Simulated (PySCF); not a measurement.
Computed IR spectrum (relative IR intensity) of a molecule CH₃FO₃Si. Geometry optimised at ωB97X-D3(BJ)/def2-SVP. Other conformers were not sampled. Method: ωB97X-D3(BJ)/def2-SVP run with PySCF 2.14.0. Frequencies are harmonic and unscaled.

Lines under 2 % of the strongest are left out, and lines within 2 cm⁻¹ are merged.

```
ν (cm⁻¹)  relative intensity
--------  ------------------
290                      3.0
320                      6.9
387                       13
525                       32
715                      9.6
753                      5.9
834                      7.2
868                      2.1
907                       61
948                       58
1016                      43
1276                     100
1853                      70
2407                      19
3106                      10
3826                      38
```

### Question
Pick the molecule that these values belong to.
A) O=CO[Si@@H](O)F
B) O[Si]1(F)OCO1
C) O=C[Si](O)(O)F
D) O=C(O)[Si@H](O)F

### Answer
A, O=CO[Si@@H](O)F
